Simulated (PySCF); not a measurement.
## Telling isomers of C$_{6}$H$_{5}$ClOSi apart by NMR

PySCF 2.14 calculation with structure optimised with GFN2-xTB and NMR shieldings at PBE0/pcSseg-1/GIAO; no solvent, relativity neglected, single conformer, averaged over atoms made equivalent by symmetry, fast rotation or ring inversion.

Shifts are taken against calculated references (same method and geometry level): ¹H (σ = 31.72 ppm), ¹³C (σ = 186.93 ppm) against TMS. Where no couplings were computed, multiplicities follow the n + 1 count of equivalent neighbours, and m marks all less simple cases (inequivalent or close neighbours, rings, F or P nearby). Shifts are as computed. Against solution values, carbons near 30 ppm lie about +3 ppm off and those near 130 ppm about +5 ppm; carbons on Cl a further +6 ppm. Of 1309 compounds with measured shifts, 239 miss one by over three times the rms of a fit or turn the order of signals round; such compounds aren't used in these exercises. Carbons bonded to Cl come out too deshielded.

(1) Tabulate the signals of `C#C[SiH2]C1=CO/C1=C/Cl`, `C#CC1=CO/C(=C\Cl)[SiH2]1`, `ClC1=C2C=CC=C2O[SiH2]1` and their relative energies.

(2) What is the quickest way to tell C#C[SiH2]C1=CO/C1=C/Cl from C#CC1=CO/C(=C\Cl)[SiH2]1?

(3) What is the quickest way to tell C#C[SiH2]C1=CO/C1=C/Cl from ClC1=C2C=CC=C2O[SiH2]1?

(4) What is the quickest way to tell C#CC1=CO/C(=C\Cl)[SiH2]1 from ClC1=C2C=CC=C2O[SiH2]1?

Answers

(1) 
| SMILES | carbon types | δC | δH | E rel. (kcal/mol) |
| --- | --- | --- | --- | --- |
| C#C[SiH2]C1=CO/C1=C/Cl | 3×C 3×CH | 177.4, 167.7, 113.3, 112.3, 104.6, 85.6 | 7.63 (s, 1H), 6.10 (s, 1H), 4.76 (d, 2H), 1.97 (t, 1H) | 83.2 |
| C#CC1=CO/C(=C\Cl)[SiH2]1 | 3×C 3×CH | 174.7, 158.0, 123.7, 93.4, 90.1, 81.5 | 7.48 (s, 1H), 5.84 (s, 1H), 5.03 (s, 2H), 2.80 (s, 1H) | 57.5 |
| ClC1=C2C=CC=C2O[SiH2]1 | 3×C 3×CH | 170.4, 159.7, 156.0, 151.7, 108.4, 104.3 | 6.87 (m, 1H), 5.89 (d, 1H), 5.24 (d, 1H), 5.16 (s, 2H) | 0.0 |

Energies are electronic energies at PBE0/pcSseg-1 on these geometries, without zero-point or thermal terms, each for the one conformer computed, which needn't be the lowest.

(2) Both give the same number of carbon signals, with the same numbers of each carbon type, so the positions decide. The first has a β carbon of an enol-ether or enamine type C=C (C) at 113.3 ppm, the second a terminal alkyne carbon (CH) at 90.1 ppm. Their most deshielded carbons lie at 177.4 and 174.7 ppm.

(3) Both give the same number of carbon signals, with the same numbers of each carbon type, so the positions decide. The first has an alkyne carbon (C) at 85.6 ppm, the second an alkene CH at 151.7 ppm. Their most deshielded carbons lie at 177.4 and 170.4 ppm. In the proton spectra the most deshielded non-exchanging signals are 7.63 (s, 1H) and 6.87 (m, 1H).

(4) Both give the same number of carbon signals, with the same numbers of each carbon type, so the positions decide. The first has a β carbon of an enol-ether or enamine type C=C (C) at 93.4 ppm, the second an alkene CH at 151.7 ppm. Their most deshielded carbons lie at 174.7 and 170.4 ppm. In the proton spectra the most deshielded non-exchanging signals are 7.48 (s, 1H) and 6.87 (m, 1H).
